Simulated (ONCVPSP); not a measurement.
# PBE ONCV dataset for Al (Z = 13), scalar-relativistic all-electron reference.

ONCVPSP 4.0.1 input, shortened (lines: element, Z, core and valence counts, functional; n l f; lmax; l rc ep ncon nbas qcut; lloc lpopt rc5 dvloc0; l nproj debl; icmod fcfact rcfact), PBE, scalar-relativistic:

```
  Al 13.00    3    2        4      upf
    1    0    2.00
    2    0    2.00
    2    1    6.00
    3    0    2.00
    3    1    1.00
    2
    0    1.80    0.00    3    7    4.50
    1    2.15    0.00    4    8    4.60
    2    2.00    0.44    4    8    5.70
    4    5    1.40    0.00
    0    2    3.70
    1    1    2.80
    2    3    0.90
    1    0.60    0.00
```

Poles of the logarithmic derivatives, all-electron (AE) and pseudo (PS). s: poles at 2.2 (AE) and 2.2 (PS) Ha. p: poles at 1.4 (AE) and 1.3, 4.5 (PS) Ha. d: poles at 2.0 (AE) and 2.0 (PS) Ha. Test radii: s 1.83, p 2.18, d 2.03 bohr.

* Cutoffs needed: 6.1 Ha and 8.0 Ha (the cutoffs (Ha) at which the residual kinetic energy of the hardest occupied pseudo-wave falls to 1 and 0.1 mHa per electron) The cutoffs count occupied waves only; projector 3 of the d channel, the hardest unoccupied one, needs 16 Ha at the loose tolerance.
* Ghost test: no bound ghost flagged; GHOST(+) flagged for s at 166.5 eV
* Largest excitation error: +13 meV (all-electron minus pseudo) for 3s1 3p0, out of 4 test configurations
* rms error of d²Exc/dni dnj: 2.03 mHa without and 0.50 mHa with the model core
